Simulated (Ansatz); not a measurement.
All values below come from frozen-core CCSD(T)/cc-pVTZ // B3LYP-D3(BJ)/def2-TZVP in Ansatz (a quantum-chemistry and plane-wave program).

Ansatz 0.2 input:
```yaml
crystal:
  periodic: [false, false, false]
  atoms:
    - { symbol: F, position_ang: [-0.801481, 1.522352, -0.152638] }
    - { symbol: Ge, position_ang: [-0.048149, -0.004015, 0.001098] }
    - { symbol: F, position_ang: [-0.579383, -0.697043, 1.470265] }
    - { symbol: F, position_ang: [-0.617317, -0.991961, -1.272072] }
    - { symbol: Cl, position_ang: [2.046329, 0.170668, -0.046654] }
basis:
  gaussian: { orbitals: cc-pVTZ }
correlation:
  method: ccsd_t
```

Output:

```
Functional definition: HF
1055 factors; integrals over basis functions are off by at most 7.3e-4 eV
mean field evaluation 1: about -77100.7179 eV, gradient 4.6e1 eV
mean field evaluation 2: about -77100.8539 eV, gradient 4.6e1 eV
mean field evaluation 4: about -77104.1895 eV, gradient 1.9e0 eV
mean field evaluation 8: about -77104.2144 eV, gradient 1.4e-1 eV
mean field evaluation 16: about -77102.6972 eV, gradient 3.2e1 eV
mean field -77104.21448026 eV, -2833.5276190360 hartree, gradient 3.1e-6 eV, S^2 0.000000; 0 other end points of the search recorded, 0 dependent functions left out
17 core orbitals not correlated
reference -77104.21448026 eV, -2833.5276190360 hartree; 21, 21 occupied and 129, 129 virtual orbitals, 1055 factors
second order -30.63549592 eV of doubles, -0.00000000 eV of singles
cycle   1  -30.07709177 eV  change    5.6e-1 eV  update   1.2e-1
cycle   2  -30.72849224 eV  change   -6.5e-1 eV  update   3.5e-2
cycle   3  -30.87378945 eV  change   -1.5e-1 eV  update   1.6e-2
cycle   4  -30.85295849 eV  change    2.1e-2 eV  update   3.5e-3
cycle   5  -30.84938997 eV  change    3.6e-3 eV  update   1.2e-3
cycle   6  -30.85036289 eV  change   -9.7e-4 eV  update   3.6e-4
cycle   7  -30.85018144 eV  change    1.8e-4 eV  update   1.1e-4
cycle   8  -30.85008741 eV  change    9.4e-5 eV  update   2.9e-5
cycle   9  -30.85009595 eV  change   -8.5e-6 eV  update   9.5e-6
perturbative correction -1.06843818 eV, -0.0392643791 hartree
Total energy: -77136.13301440 eV, -2834.7006035302 hartree
```

Cost: roughly 28 core-seconds.
